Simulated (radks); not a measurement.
Results of a calculation; reference values are marked as such.
Ionisation of neutral cerium, [Xe] 4f1 5d1 6s2, to Ce+, [Xe] 4f1 5d2, under several functionals. Dirac Kohn-Sham, spin-unpolarised, spherical densities, point nucleus; open shells fill j = l - 1/2 first; a radial shooting solver on a logarithmic mesh with Libxc functionals.

| functional | E(Ce) (hartree) | Exc (hartree) | IE (eV) | -e(HOMO) (eV) | <r> HOMO (bohr) | IE error (eV) |
|---|---|---|---|---|---|---|
| BLYP | -8865.9439 | -210.8072 | 6.174 | 2.956 | 2.931 | +0.635 |
| OLYP | -8868.4696 | -213.4655 | 5.622 | 2.957 | 2.881 | +0.083 |
| exchange-only PBE | -8862.0606 | -206.8727 | 5.870 | 2.385 | 3.002 | +0.332 |
| exchange-only LDA | -8853.0106 | -197.7257 | 5.784 | 2.288 | 3.001 | +0.245 |
| LDA (Slater exchange, Perdew-Zunger correlation) | -8858.6191 | -203.4079 | 6.386 | 3.270 | 2.915 | +0.848 |
| PBEsol | -8861.8321 | -206.6517 | 6.131 | 3.159 | 2.918 | +0.593 |
| revPBE | -8865.4620 | -210.3249 | 5.994 | 3.110 | 2.919 | +0.455 |

NIST Atomic Spectra Database: 5.539 eV (measured). Closest: OLYP. The Delta-SCF values span 0.76 eV, the total energies 15.46 hartree. The highest occupied level is 5d3/2. Spin polarisation and multiplet splitting are left out, so open shells lie too high by an amount that depends on their filling.

Beside tabulated values, note that spin-unpolarised runs miss the spin-polarisation part of the exchange energy of open shells.
